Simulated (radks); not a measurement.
Results of a calculation; reference values are marked as such.
Ionisation of Cs2+, [Kr] 4d10 5s2 5p5, to Cs3+, [Kr] 4d10 5s2 5p4, under several functionals. Dirac Kohn-Sham, spin-unpolarised, spherical densities, point nucleus; open shells fill j = l - 1/2 first; a radial shooting solver on a logarithmic mesh with Libxc functionals.

functional                               E(Cs2+) (hartree)  Exc (hartree)  IE (eV)  -e(HOMO) (eV)  <r> HOMO (bohr)  IE error (eV)
LDA (Slater exchange, VWN5 correlation)         -7783.1944      -186.0238   33.622         28.321            2.011         +0.427
exchange-only LDA                               -7777.9589      -180.7297   32.188         26.911            2.024         -1.007
PW91                                            -7790.3271      -193.2439   33.495         28.208            2.013         +0.300
SOGGA                                           -7785.7539      -188.6154   33.366         28.083            2.011         +0.171
OLYP                                            -7792.2358      -195.2630   33.414         28.129            2.008         +0.219
HCTH/407                                        -7794.0541      -197.1687   33.716         28.415            2.004         +0.521

NIST Atomic Spectra Database: 33.195 eV (semi-empirical). Closest: SOGGA. The Delta-SCF values span 1.53 eV, the total energies 16.10 hartree. The highest occupied level is 5p3/2. Spin polarisation and multiplet splitting are left out, so open shells lie too high by an amount that depends on their filling.

Beside tabulated values, note that spin-unpolarised runs miss the spin-polarisation part of the exchange energy of open shells.
